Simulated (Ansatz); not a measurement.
The first iterations of a band of ClF4H2OTa (9 atoms, charge 0, multiplicity 1).

Theory: Ansatz 0.2.0, RKS PBE0/def2-SVP.

- movable images: 5
- climbing image: yes
- spring: 5.0 eV/Å²
- optimiser: quadratic models (default)
- start path: straight line
- force threshold: 0.05 eV/Å
- iteration limit: 60
- end points: relaxed

Initial state:

```xyz
9
Properties=species:S:1:pos:R:3
Ta 0.136 0.054 0.202
O 1.842 0.781 0.480
H 2.759 0.877 0.741
F -0.196 0.096 2.052
F 0.800 -0.919 -1.287
F -0.699 1.552 -0.496
F -1.350 -1.108 0.089
Cl 1.356 -2.438 1.184
H 1.486 -2.801 -0.051
```

Final state:

```xyz
9
Properties=species:S:1:pos:R:3
Ta -0.107 -0.536 0.281
O 2.081 0.030 0.273
H 2.527 0.217 1.110
F 0.176 0.313 1.938
F 0.526 -1.129 -1.390
F -0.396 1.158 -0.482
F -1.909 -0.957 0.274
Cl 0.541 -2.587 1.236
H 2.694 -0.416 -0.327
```

| iteration | highest image above the first end (eV) | largest band force component (eV/Å) |
| --- | --- | --- |
| 1 | 3.296 | 5.025 |
| 2 | 2.190 | 2.739 |
| 3 | 1.417 | 5.569 |
| 4 | 1.131 | 2.098 |
| 5 | 0.555 | 2.562 |
| 6 | 0.436 | 0.884 |
| 7 | 0.245 | 0.521 |

Problem. Does the band converge within its limit, and where does its top end?

Solution. It converged. It ended after 22 iterations with the highest image 0.227 eV above the first end. Another band between the same ends (5 images) ends at a top of the same energy, where a vibrational analysis finds 1 clearly imaginary mode. The orbitals stay closed-shell, which can raise the energy where a bond breaks towards radicals; this wasn't checked here.

Run time: 5.4 min on 4 threads of Arm Neoverse V2 (shared host), peak memory 0.35 GiB.
